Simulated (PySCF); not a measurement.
Q: Give a PBE0-D3(BJ)/def2-SVP geometry of `[GeH3][c]1ccno1`.

A: 
Z-matrix in Å and degrees, rows numbered from 1:
```
Ge
C   1  1.9441
C   2  1.3679  1  133.38
C   3  1.4204  2  103.39  1  -179.39
N   4  1.3068  3  111.62  2    -0.10
O   2  1.3433  1  117.99  3  -179.43
H   1  1.5352  2  106.75  3    -3.58
H   1  1.5350  2  109.35  3  -123.39
H   1  1.5354  2  109.27  3   116.07
H   3  1.0868  2  128.01  1     0.68
H   4  1.0903  3  129.14  2   179.88
```

The 6 heavy atoms lie in one plane (0.003 Å rms). The 5-membered ring C2–C3–C4–N5–O6 has internal angles of 103.4° to 111.6° (sum 540°, against 540° for a flat polygon); it is planar, 0.00 Å rms from its mean plane, widest ring torsion 0°. Ge1 (germanium bonded to C and 3 H) is tetrahedral (angles from 106.7° to 110.7°). The 2 C–C bonds span 1.368 Å (C2–C3, aromatic) to 1.420 Å (C3–C4, aromatic), a spread of 0.052 Å.

Computed, not measured: PBE0-D3(BJ)/def2-SVP geometry optimisation, gas phase in PySCF.

Point group: near Cs, missed by 0.11 Å at most; the miss may be what the optimiser left on a soft mode. Stationary, but not proved a minimum.

Time: 85 s; peak memory 0.53 GiB. Hardware: one thread, Arm Neoverse V2 (aarch64), no GPU, shared host with 96 logical CPUs at a one-minute load of 53. This is the geometry optimisation.
